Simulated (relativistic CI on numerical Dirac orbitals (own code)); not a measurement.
**Cu22+: sensitivity of the levels to the model**

Base calculation: Dirac-Coulomb-Breit CI, orbitals from a KLI potential per configuration, model QED (radiative potential, 1s self-energy scaled to tabulated hydrogen-like ionisation energies), unscaled Slater integrals.

Configurations in the expansion (outside the closed core 1s2): 2s²2p³, 2s2p⁴, 2p⁵, 2p⁴3s, 2p⁴3p, 2p⁴3d, 2s²2p²3s, 2s²2p²3p, 2s²2p²3d, 2s2p³3s, 2s2p³3p, 2s2p³3d, 2s²2p²4s, 2s²2p²4p, 2s²2p²4d, 2s²2p²4f. Levels of other configurations are missing.

Variants: (1) non-relativistic limit; (2) only the first 3 configurations. Shifts of the energy above 2s²2p³ ⁴S°3/2, in eV, for the lowest level and the first level of each name with at least 55 % of one term (blank where a level changes its place among those of its configuration and J or its character, or is not in the variant):

```
         Level     Base    Δ(1)   Δ(2)
 2s²2p³ ⁴S°3/2     0.00    0.00   0.00
 2s²2p³ ²D°3/2    21.51   +0.60  -0.03
 2s²2p³ ²D°5/2    28.96   -6.85  +0.02
 2s²2p³ ²P°1/2    40.96   -8.21  -0.34
 2s²2p³ ²P°3/2    55.69  -22.94  -0.21
   2s2p⁴ ⁴P5/2   111.78  -15.48  -0.24
   2s2p⁴ ⁴P3/2   125.50  -29.20  -0.23
   2s2p⁴ ⁴P1/2   128.76  -32.46  -0.25
   2s2p⁴ ²D3/2   156.11  -23.72  +0.16
   2s2p⁴ ²D5/2   160.31  -27.93  +0.13
   2s2p⁴ ²S1/2   178.36  -23.61  -0.03
   2s2p⁴ ²P3/2   186.00  -24.89  +0.42
   2s2p⁴ ²P1/2   205.84  -44.73  +0.25
    2p⁵ ²P°3/2   290.08  -36.78  +0.47
    2p⁵ ²P°1/2   311.89  -58.59  +0.48
2s²2p²3s ⁴P1/2  1146.65  +14.25       
2s²2p²3s ⁴P3/2  1161.77   -0.87       
2s²2p²3s ²P1/2  1166.00   +1.63       
2s²2p²3s ⁴P5/2  1168.84   -7.94       
2s²2p²3s ²P3/2  1172.87   -5.25       
2s²2p²3s ²D5/2  1192.56  -14.47       
2s²2p²3s ²D3/2  1194.65  -16.57
```

At this charge energies of transitions that change n are usually good to better than 1 %, and those within a shell (Δn = 0) to a few per cent.

Ionisation energy from the two ground configurations alone: base 2043.36 eV. The NIST ASD value (semi-empirical) is 2044 eV.

LS names give the leading component of a level, which can be under half, so a name can repeat, a term be missing and a line seem to break the LS rules.
